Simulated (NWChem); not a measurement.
System: C₂H₆Sb, doublet; SMILES [Sb]([CH3])[CH3]

Not confirmed as a minimum by frequencies. The spin multiplicity was typed, not searched, and may not be the lowest. def2 effective core potentials on Sb; no spin-orbit coupling.

**Question.** Give the equilibrium geometry at PBE0/def2-SVP with def2 effective core potentials on Sb, spin-unrestricted (NWChem) as a list of bonds and angles, with the point group.

**Answer.** point group Cs; any orientation.
Bonded distances (Å): Sb1–C2 2.178, Sb1–C6 2.178, C2–H3 1.100, C2–H4 1.099, C2–H5 1.100, C6–H7 1.100, C6–H8 1.100, C6–H9 1.099. Bond angles (°): C2–Sb1–C6 93.4, Sb1–C2–H3 109.9, Sb1–C2–H4 110.0, Sb1–C2–H5 109.9, H3–C2–H4 109.1, H3–C2–H5 108.8, H4–C2–H5 109.1, Sb1–C6–H7 109.9, Sb1–C6–H8 110.0, Sb1–C6–H9 110.0, H7–C6–H8 108.8, H7–C6–H9 109.1, H8–C6–H9 109.1.
